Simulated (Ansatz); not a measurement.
Ideal-gas functions of FH2ISi, SMILES `F[SiH2]I` at 800 K and 1 bar, from an Ansatz frequency run at PBE0-D4/def2-TZVP.

Molar mass 176.0 g/mol, point group Cs (symmetry number 1), electronic degeneracy 1, moments of inertia 26.677, 269.937, 290.503 u Å². Harmonic wavenumbers (cm⁻¹, unscaled): 189, 381, 570, 722, 867, 899, 953, 2267, 2283.

Use S(trans) = R[1.5 ln M + 2.5 ln T − 1.1517]; rotational temperatures θ = 24.2544 K / I; S(rot) = R[ln(√π/σ · √(T³/θAθBθC)) + 1.5]; for each mode x = 1.438777 ν̃/T, S = R[x/(eˣ − 1) − ln(1 − e⁻ˣ)] and H = RT x/(eˣ − 1); 1 cm⁻¹ = 0.0119627 kJ/mol; R = 8.31446 J/(mol·K).

By hand: the entropy, in J/(mol·K).

Translation 193.9. Rotation: θ = 0.9092, 0.0899, 0.0835 K, giving 121.3. Vibration, mode by mode: 17.33, 11.62, 8.46, 6.70, 5.42, 5.17, 4.78, 0.73, 0.71, in all 60.9. Electronic 0.0. Sum 376.1 J/(mol·K).

By hand: H − E and G − E in kJ/mol, counted from the electronic energy.

Zero-point energy ½ × 9131 × 0.0119627 = 54.6; thermal vibration 26.1; translation, rotation and pV give 4 RT = 26.6. H − E = 107.3 kJ/mol, and G − E = 107.3 − 800 × 376.1/1000 = -193.6 kJ/mol.

Vibration gives 16 % of the entropy.
